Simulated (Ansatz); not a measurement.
AlCl₂ (SMILES [Cl][Al][Cl]), doublet, at a GFN2-xTB geometry (such geometries of metal compounds can be far from the true shape); Ansatz (a quantum-chemistry and plane-wave program) with CCSD(T)/def2-TZVP.

Ansatz was given this input:
Ansatz 0.2 input:
```yaml
crystal:
  periodic: [false, false, false]
  atoms:
    - {symbol: Al, position_ang: [0.00160221, 0.63542259, 0.02351302]}
    - {symbol: Cl, position_ang: [1.85128917, -0.24859337, 0.01717242]}
    - {symbol: Cl, position_ang: [-1.85251440, -0.23731802, -0.03515296]}
basis:
  gaussian:
    orbitals: def2-TZVP
magnetization: {spin_polarized: true, initial_magnetization: 1}
correlation: {method: ccsd_t}
```

The log (banner, timings and long lists left out):

```
Functional definition: HF
654 factors; integrals over basis functions are off by at most 8.1e-4 eV
mean field evaluation 1: about -31592.7805 eV, gradient 1.1e1 eV
mean field evaluation 2: about -31592.9201 eV, gradient 1.2e1 eV
mean field evaluation 4: about -31594.1819 eV, gradient 1.8e0 eV
mean field evaluation 8: about -31594.2756 eV, gradient 2.7e-1 eV
mean field evaluation 16: about -31594.2776 eV, gradient 2.8e-6 eV
mean field evaluation 32: about -31591.0712 eV, gradient 1.8e-1 eV
mean field -31594.27764154 eV, -1161.0682879559 hartree, gradient 2.9e-6 eV, S^2 0.753171; 1 other end points of the search recorded, 0 dependent functions left out
determinant -31594.27764154 eV, -1161.0682879559 hartree, with singles and doubles -31606.61752214 eV, -1161.5217702038 hartree
determinant -31591.07193310 eV, -1160.9504803440 hartree, with singles and doubles -31603.62455209 eV, -1161.4117805831 hartree
15 core orbitals not correlated
reference -31594.27764154 eV, -1161.0682879559 hartree; 9, 8 occupied and 87, 88 virtual orbitals, 654 factors
second order -11.33376969 eV of doubles, -0.00000000 eV of singles
cycle   1  -12.29080134 eV  change   -4.0e-1 eV  update   2.0e-2
cycle   2  -12.31230928 eV  change   -2.2e-2 eV  update   5.9e-3
cycle   3  -12.31364895 eV  change   -1.3e-3 eV  update   2.9e-3
cycle   4  -12.31483166 eV  change   -1.2e-3 eV  update   1.2e-3
cycle   5  -12.31522209 eV  change   -3.9e-4 eV  update   4.7e-4
cycle   6  -12.31526375 eV  change   -4.2e-5 eV  update   1.6e-4
cycle   7  -12.31525110 eV  change    1.3e-5 eV  update   5.2e-5
cycle   8  -12.31525500 eV  change   -3.9e-6 eV  update   1.8e-5
perturbative correction -0.52858600 eV, -0.0194251773 hartree
Total energy: -31607.12148254 eV, -1161.5402904069 hartree
```
